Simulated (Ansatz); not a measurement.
The lowest singlet and triplet of H2P (SMILES [PH2+]); geometries from B3LYP-D3(BJ)/def2-TZVP, each state relaxed from the structure named, with no frequency check.
Singlet at the triplet's geometry (charge 1, multiplicity 1):
```xyz
3

P     -0.00022     0.08111     0.00000
H     -1.23606    -0.61174     0.00000
H      1.23941    -0.60491     0.00000
```

A positive gap puts the triplet lower; no zero-point energy. R- takes a restricted singlet. U- takes an unrestricted singlet (broken symmetry where lower, unprojected). The triplet is unrestricted in single-reference levels. Active spaces average the two states.

Correlated levels freeze the cores.

Programs: Ansatz (an electronic-structure program). Each number belongs to the level named beside it.

```csv
level,"gap E(singlet) − E(triplet), vertical, at the triplet's geometry (eV)"
U-PBE/def2-TZVPP (spin-contaminated),-0.139
U-r2SCAN/def2-TZVPP (spin-contaminated),-0.068
R-wB97X-V/def2-TZVPP,-0.206
R-MP2/cc-pV(T+d)Z,0.000
U-MP2/cc-pV(Q+d)Z (spin-contaminated),-0.036
R-CCSDT(Q)/cc-pV(D+d)Z,-0.126
"SA-CASSCF(6,6)/cc-pV(Q+d)Z",-0.115
"FIC-MRCISD+Q on SA-CASSCF(6,6)/cc-pV(T+d)Z",___
"FIC-MRCISD+Q on SA-CASSCF(6,6)/cc-pV(Q+d)Z",___
```

Fill in the missing entries.


- FIC-MRCISD+Q on SA-CASSCF(6,6)/cc-pV(T+d)Z, gap E(singlet) − E(triplet), vertical, at the triplet's geometry (eV): -0.219
- FIC-MRCISD+Q on SA-CASSCF(6,6)/cc-pV(Q+d)Z, gap E(singlet) − E(triplet), vertical, at the triplet's geometry (eV): -0.239

Doubts at one or more of the structures used: a restricted determinant that unrestricted orbitals would lower (R-wB97X-V/def2-TZVPP, R-MP2/cc-pV(T+d)Z, R-CCSDT(Q)/cc-pV(D+d)Z).
